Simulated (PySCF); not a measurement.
**Structure elucidation problem**

An unknown has the formula C7H8O2Si. Its calculated NMR data are:

¹H NMR (400 MHz, computed): δ 9.55 (s, 1H), 5.08 (s, 2H), 4.01 (q, 2H), 1.38 (t, 3H).

¹³C{¹H} NMR (computed): δ 180.9, 105.7, 96.4, 88.9, 77.2, 62.9, 20.4.

A single conformation, one averaged value for each set of equivalent atoms, relativity neglected, no solvent. Structure optimised with GFN2-xTB; shieldings: GIAO PBE0/pcSseg-1; PySCF 2.14.

Referencing at the same level of theory: ¹H and ¹³C vs TMS.

**Question.** Choose the structure that fits.
A. C=C(C=O)[SiH2]c1ccco1
B. CCO[SiH2]C#CC#CC=O
C. C=C=C(C#C[SiH2]C)C(=O)O
D. C=C=C([SiH2]C#CC)C(=O)O

**Answer.** B. 

- Rings plus π bonds: 5 (no ring in the answer).
- 7 carbon signals for 7 carbons: no two carbons are equivalent.
- Carbon types of the structure: 4 × C, 1 × CH, 1 × CH2, 1 × CH3, leaving 2 H on heteroatoms.
- δC 180.9: aldehyde carbonyl carbon; the double bond to the heteroatom, with no lone-pair donor beside it, deshields it most.
- δC 105.7, 96.4, 88.9, 77.2: alkyne carbon.
- δC 62.9: sp3 CH2 bonded to O; the inductive effect lowers its shielding.
- δC 20.4: methyl carbon; saturated and bonded to C and H only.
- δH 9.55: hydrogen on an aldehyde carbonyl carbon; the formyl region, downfield of aromatic protons.

The others: C=C=C([SiH2]C#CC)C(=O)O would give 3 signals for carbon-bound and other non-exchanging H, not 4; C=C=C(C#C[SiH2]C)C(=O)O would give 3 signals for carbon-bound and other non-exchanging H, not 4; C=C(C=O)[SiH2]c1ccco1 would give 7 signals for carbon-bound and other non-exchanging H, not 4.

Shifts are as computed. Against solution values, carbons near 30 ppm lie about +3 ppm off and those near 130 ppm about +5 ppm. Of 1309 compounds with measured shifts, 239 miss one by over three times the rms of a fit or turn the order of signals round; such compounds aren't used in these exercises. No couplings were computed; multiplicities are counted from neighbouring protons, with m where these are inequivalent, close in shift, in a saturated or five-membered ring or joined by F or P, and br s for small geminal =CH2 splittings.
